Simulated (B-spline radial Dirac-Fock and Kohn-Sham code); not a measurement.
## Sb⁺ in Watson spheres of different radius

Level of theory: multi-electron Dirac-Fock with separately optimised hole states, Breit and Lamb-shift corrections added in first order; an atomic code on a B-spline grid. The ion, [Kr] 4d10 5s2 5p2, sits in a hollow sphere of charge Q = -1, a simple model of the Madelung potential. Inside the sphere an electron's potential energy is raised by the constant 14.40·|Q|/R eV, so binding energies fall by about that much as long as the orbitals stay inside.

```csv
radius (Å),14.40 |Q|/R (eV),1s (eV),2s (eV),2p1/2 (eV),2p3/2 (eV),3s (eV),3p1/2 (eV),3p3/2 (eV),3d3/2 (eV),3d5/2 (eV),4s (eV),4p1/2 (eV),4p3/2 (eV),4d3/2 (eV),4d5/2 (eV),5s (eV),5p (eV)
2.2,6.55,30502.0,4716.9,4393.6,4145.1,959.4,827.1,780.2,548.9,539.6,173.5,126.9,118.4,43.48,42.25,17.53,8.99
3,4.80,30503.6,4718.6,4395.2,4146.7,961.0,828.7,781.8,550.6,541.2,175.1,128.6,120.0,45.10,43.88,19.18,10.61
```

From the smallest to the largest radius 1s moves by +1.6 eV, while the constant potential alone would give +1.7 eV; the difference comes from charge outside the sphere and its screening.

Values without a named source are computed, but for edge energies of neutral atoms, which are taken from tables.
